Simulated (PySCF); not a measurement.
Compound: C5H3FOS.
Atom-mapped SMILES: `[O:1]=[C:2]([F:3])[c:4]1[cH:5][cH:6][cH:7][s:8]1` (hydrogens: H9 on C5; H10 on C6; H11 on C7)

Torsions of this conformer, `[O:1]=[C:2]([F:3])[c:4]1[cH:5][cH:6][cH:7][s:8]1`: O1–C2–C4–C5 -179°.

The closed-shell ground state was solved at several levels (PySCF, density fitting, gas phase, non-relativistic). The structure is a single PBE0-D3(BJ)/def2-TZVP conformer in the gas phase; no vibrational or solvent corrections.

```csv
level,basis functions,HOMO (eV),LUMO (eV),gap (eV),dipole (D)
PBE0/pcSseg-2,337,-7.76,-2.13,5.63,4.35
KT3/pcSseg-2,337,-6.72,-2.89,3.83,4.25
wB97X-D/pcSseg-2,337,-9.49,-0.41,9.08,4.31
```

Task: Estimate the row for B97-2/pcSseg-2, a basis of 337 functions; the other rows only guide the guess.

Result: HOMO -7.51 eV, LUMO -2.16 eV, gap 5.35 eV, dipole 4.35 D.

Task: Over all these levels, which gives the widest orbital gap and which the narrowest?

Result: wB97X-D/pcSseg-2 (range-separated hybrid) has the widest, 9.08 eV, and KT3/pcSseg-2 (GGA) the narrowest, 3.83 eV. From the narrowest to the widest the HOMO moves by -2.77 eV and the LUMO by +2.48 eV.

Task: In the pcSseg-2 basis, how does the gap go with the fixed share of exact exchange?

Result: KT3 (0 %) 3.83 eV; B97-2 (21 %) 5.35 eV; PBE0 (25 %) 5.63 eV. Each rise in the share widens the gap here.

Task: How far do the dipole and the HOMO energy spread over the levels?

Result: The dipole runs from 4.25 to 4.35 D (mean 4.31 D) and the HOMO from -9.49 to -6.72 eV.
